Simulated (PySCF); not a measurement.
PySCF input file for 2H-pyran-5-one (C5H6O2), SMILES C1C(=O)C=CCO1, TDDFT-PBE/def2-SVPD. Coordinates come from a B3LYP-D3(BJ)/def2-SVP optimisation. The values are those of a single conformer.

```python
import numpy as np
from pyscf import gto, scf, dft, tdscf

mol = gto.M(
    atom='''
    O     2.13405017   -0.90709180   -0.22205159
    C     1.03613317   -0.39915447   -0.11800142
    C     0.81434460    1.06259932   -0.11714428
    C    -0.43608965    1.55426466   -0.07795350
    C    -1.62889361    0.65707355    0.08332203
    O    -1.30039096   -0.60776972    0.59799931
    C    -0.23743711   -1.24323856   -0.07475436
    H     1.69874770    1.69773527   -0.21180663
    H    -0.62274239    2.62955988   -0.17356059
    H    -2.15108756    0.57205470   -0.89861096
    H    -2.35170553    1.10831232    0.78222677
    H    -0.02235874   -2.18595821    0.44668312
    H    -0.50847154   -1.49207855   -1.12532446
    ''',
    basis='def2-SVPD',
    charge=0,
    spin=0,
    max_memory=1600,
    verbose=4,
)
mf = dft.RKS(mol, xc='pbe').density_fit(auxbasis='def2-universal-jkfit')
mf.grids.level = 3
mf.conv_tol = 1e-9
mf.max_cycle = 100
mf.kernel()
mf.grids = dft.Grids(mol).set(level=1).build(with_non0tab=True)  # coarser grid for the response kernel
td = tdscf.TDDFT(mf)
td.singlet = True
td.nstates = 10
td.conv_tol = 1e-4
td.positive_eig_threshold = 1e-6
td.kernel(x0=td.get_init_guess(mf, 15))
td.analyze()
tt = tdscf.TDA(mf)
tt.singlet = False
tt.nstates = 4
tt.conv_tol = 1e-4
tt.positive_eig_threshold = 1e-6
tt.kernel(x0=tt.get_init_guess(mf, 9))
tt.analyze(verbose=3)
```

Output:

```
PySCF version 2.14.0

[INPUT] verbose = 4
[INPUT] num. atoms = 13
[INPUT] num. electrons = 52
[INPUT] charge = 0
[INPUT] spin (= nelec alpha-beta = 2S) = 0
[INPUT] symmetry False subgroup None
[INPUT] Mole.unit = angstrom
[INPUT] Symbol           X                Y                Z      unit          X                Y                Z       unit  Magmom
[INPUT]  1 O      2.134050170000  -0.907091800000  -0.222051590000 AA    4.032770357382  -1.714155071839  -0.419616690624 Bohr   0.0
[INPUT]  2 C      1.036133170000  -0.399154470000  -0.118001420000 AA    1.958007919877  -0.754292629696  -0.222990366110 Bohr   0.0
[INPUT]  3 C      0.814344600000   1.062599320000  -0.117144280000 AA    1.538888265018   2.008021694949  -0.221370606259 Bohr   0.0
[INPUT]  4 C     -0.436089650000   1.554264660000  -0.077953500000 AA   -0.824090004257   2.937134532490  -0.147310765451 Bohr   0.0
[INPUT]  5 C     -1.628893610000   0.657073550000   0.083322030000 AA   -3.078162808954   1.241689053196   0.157455816843 Bohr   0.0
[INPUT]  6 O     -1.300390960000  -0.607769720000   0.597999310000 AA   -2.457382769260  -1.148518317604   1.130054918579 Bohr   0.0
[INPUT]  7 C     -0.237437110000  -1.243238560000  -0.074754360000 AA   -0.448691109708  -2.349380385899  -0.141265267017 Bohr   0.0
[INPUT]  8 H      1.698747700000   1.697735270000  -0.211806630000 AA    3.210167907735   3.208254692315  -0.400256522067 Bohr   0.0
[INPUT]  9 H     -0.622742390000   2.629559880000  -0.173560590000 AA   -1.176812563257   4.969148001344  -0.327981981118 Bohr   0.0
[INPUT] 10 H     -2.151087560000   0.572054700000  -0.898610960000 AA   -4.064966358359   1.081026711270  -1.698128606932 Bohr   0.0
[INPUT] 11 H     -2.351705530000   1.108312320000   0.782226770000 AA   -4.444079377325   2.094406745281   1.478194362603 Bohr   0.0
[INPUT] 12 H     -0.022358740000  -2.185958210000   0.446683120000 AA   -0.042251895090  -4.130862336644   0.844108761266 Bohr   0.0
[INPUT] 13 H     -0.508471540000  -1.492078550000  -1.125324460000 AA   -0.960871952736  -2.819619815838  -2.126555030674 Bohr   0.0

nuclear repulsion = 292.782715825214
number of shells = 82
number of NR pGTOs = 276
number of NR cGTOs = 194
basis = def2-SVPD
ecp = {}


[settings echo left out]
init E= -344.681008855993
  HOMO = -0.304665861608555  LUMO = -0.154929510541322  gap/eV = 4.07453
cycle= 1 E= -343.734259318351  delta_E= 0.947  |g|= 0.945  |ddm|= 6.24
  HOMO = -0.0361981259501829  LUMO = -0.0295455089006369  gap/eV = 0.18103
cycle= 2 E= -341.097457079425  delta_E= 2.64  |g|= 3.02  |ddm|= 4.97
  HOMO = -0.18401202786238  LUMO = -0.0876624328784739  gap/eV = 2.62181
cycle= 3 E= -343.709695951128  delta_E= -2.61  |g|= 0.855  |ddm|= 4.53
  HOMO = -0.201792559581786  LUMO = -0.0960138838329927  gap/eV = 2.87838
cycle= 4 E= -343.911506789861  delta_E= -0.202  |g|= 0.174  |ddm|= 1.48
  HOMO = -0.210763137047469  LUMO = -0.111866425523097  gap/eV = 2.69112
cycle= 5 E= -343.907239147009  delta_E= 0.00427  |g|= 0.208  |ddm|= 0.56
  HOMO = -0.204358369551833  LUMO = -0.105877653907729  gap/eV = 2.67980
cycle= 6 E= -343.918353606404  delta_E= -0.0111  |g|= 0.0431  |ddm|= 0.349
  HOMO = -0.203876260011564  LUMO = -0.103483239154011  gap/eV = 2.73183
cycle= 7 E= -343.918796019786  delta_E= -0.000442  |g|= 0.0192  |ddm|= 0.0843
  HOMO = -0.204659141229914  LUMO = -0.104376766510285  gap/eV = 2.72882
cycle= 8 E= -343.918870561821  delta_E= -7.45e-05  |g|= 0.00434  |ddm|= 0.0301
  HOMO = -0.205186273215796  LUMO = -0.104697441229298  gap/eV = 2.73444
cycle= 9 E= -343.91887431676  delta_E= -3.75e-06  |g|= 0.00169  |ddm|= 0.0098
  HOMO = -0.205014589375361  LUMO = -0.104556445103373  gap/eV = 2.73361
cycle= 10 E= -343.918875004208  delta_E= -6.87e-07  |g|= 0.00045  |ddm|= 0.00454
  HOMO = -0.205025884849811  LUMO = -0.104561017912919  gap/eV = 2.73379
cycle= 11 E= -343.918875052185  delta_E= -4.8e-08  |g|= 6.98e-05  |ddm|= 0.0013
  HOMO = -0.205023701966074  LUMO = -0.104563051140896  gap/eV = 2.73367
cycle= 12 E= -343.918875052471  delta_E= -2.85e-10  |g|= 5.99e-05  |ddm|= 0.000214
  HOMO = -0.205023782190025  LUMO = -0.104563287697682  gap/eV = 2.73367
cycle= 13 E= -343.91887505343  delta_E= -9.6e-10  |g|= 2.64e-06  |ddm|= 0.000109
  HOMO = -0.205024087994408  LUMO = -0.104563238941165  gap/eV = 2.73368
Extra cycle  E= -343.918875053416  delta_E= 1.44e-11  |g|= 8.45e-06  |ddm|= 1.32e-05
converged SCF energy = -343.918875053416
tot grids = 51096
Overwritten attributes  positive_eig_threshold  of <class 'pyscf.tdscf.rks.CasidaTDDFT'>


******** <class 'pyscf.tdscf.rks.CasidaTDDFT'> for <class 'pyscf.df.df_jk.DFRKS'> ********
nstates = 10 singlet
deg_eia_thresh = 1.000e-03
wfnsym = None
conv_tol = 0.0001
eigh lindep = 1e-12
eigh level_shift = 0
eigh max_cycle = 100


Excitation energies (eV)
[2.88588917 4.18088576 5.18677886 5.27561615 5.56278703 5.90350434
 6.2860586  6.39032606 6.5859463  6.70677199]

** Singlet excitation energies and oscillator strengths **
Excited State   1:      2.88589 eV    429.62 nm  f=0.0003
      26 -> 27        0.70664
Excited State   2:      4.18089 eV    296.55 nm  f=0.0078
      24 -> 27       -0.23584
      25 -> 27        0.66509
Excited State   3:      5.18678 eV    239.04 nm  f=0.0503
      23 -> 27       -0.49809
      24 -> 27       -0.45933
      25 -> 27       -0.14534
Excited State   4:      5.27562 eV    235.01 nm  f=0.0065
      26 -> 28       -0.69993
Excited State   5:      5.56279 eV    222.88 nm  f=0.0038
      23 -> 27       -0.14729
      26 -> 29       -0.68506
Excited State   6:      5.90350 eV    210.02 nm  f=0.2136
      21 -> 27        0.12553
      23 -> 27       -0.46160
      24 -> 27        0.44139
      25 -> 27        0.16874
      26 -> 29        0.11603
Excited State   7:      6.28606 eV    197.24 nm  f=0.0344
      26 -> 30        0.70465
Excited State   8:      6.39033 eV    194.02 nm  f=0.0195
      26 -> 31       -0.69634
Excited State   9:      6.58595 eV    188.26 nm  f=0.0109
      24 -> 28       -0.10522
      25 -> 28        0.68537
      25 -> 29        0.10049
Excited State  10:      6.70677 eV    184.86 nm  f=0.0248
      26 -> 32        0.69038

** Transition electric dipole moments (AU) **
state          X           Y           Z        Dip. S.      Osc.
  1         0.0509      0.0000     -0.0326      0.0036      0.0003
  2        -0.2565      0.1010      0.0095      0.0761      0.0078
  3         0.4774     -0.4090     -0.0237      0.3958      0.0503
  4         0.1107      0.1084      0.1610      0.0499      0.0065
  5         0.0924     -0.1388      0.0191      0.0282      0.0038
  6        -0.9616      0.7409      0.0580      1.4770      0.2136
  7        -0.1269      0.4455      0.0955      0.2237      0.0344
  8        -0.1371      0.3083     -0.1026      0.1243      0.0195
  9         0.1954      0.0861      0.1491      0.0678      0.0109
 10         0.3449      0.0856      0.1575      0.1511      0.0248

** Transition velocity dipole moments (imaginary part, AU) **
state          X           Y           Z        Dip. S.      Osc.
  1         0.0052      0.0007     -0.0018      0.0000      0.0002
  2        -0.0381      0.0148      0.0021      0.0017      0.0073
  3         0.0892     -0.0765     -0.0043      0.0138      0.0483
  4         0.0218      0.0226      0.0336      0.0021      0.0073
  5         0.0187     -0.0274      0.0035      0.0011      0.0036
  6        -0.2048      0.1579      0.0126      0.0670      0.2060
  7        -0.0252      0.1030      0.0207      0.0117      0.0337
  8        -0.0331      0.0718     -0.0238      0.0068      0.0194
  9         0.0461      0.0198      0.0344      0.0037      0.0102
 10         0.0874      0.0226      0.0390      0.0097      0.0261

** Transition magnetic dipole moments (imaginary part, AU) **
state          X           Y           Z
  1        -0.4925      0.2144      0.0420
  2        -0.3510      0.2942     -0.4054
  3        -0.1009      0.2648      0.7876
  4         0.3859     -0.1296     -0.2802
  5        -0.5767      0.1999     -0.0057
  6        -0.2284      0.1282     -0.5966
  7        -0.2062      0.1637     -0.2190
  8        -0.0838      0.0359     -0.5622
  9        -0.2032     -0.0348      0.2669
 10         0.0581     -0.0878     -0.2926
Overwritten attributes  positive_eig_threshold  of <class 'pyscf.tdscf.rks.TDA'>


******** <class 'pyscf.tdscf.rks.TDA'> for <class 'pyscf.df.df_jk.DFRKS'> ********
nstates = 4 triplet
deg_eia_thresh = 1.000e-03
wfnsym = None
conv_tol = 0.0001
eigh lindep = 1e-12
eigh level_shift = 0
eigh max_cycle = 100


Excitation energies (eV)
[2.51415323 3.59590097 4.00830213 5.07495473]

** Triplet excitation energies and oscillator strengths **
Excited State   1:      2.51415 eV    493.14 nm  f=0.0000
Excited State   2:      3.59590 eV    344.79 nm  f=0.0000
Excited State   3:      4.00830 eV    309.32 nm  f=0.0000
Excited State   4:      5.07495 eV    244.31 nm  f=0.0000
```

The calculation finished and met its thresholds.

Cost: roughly 100 core-seconds.
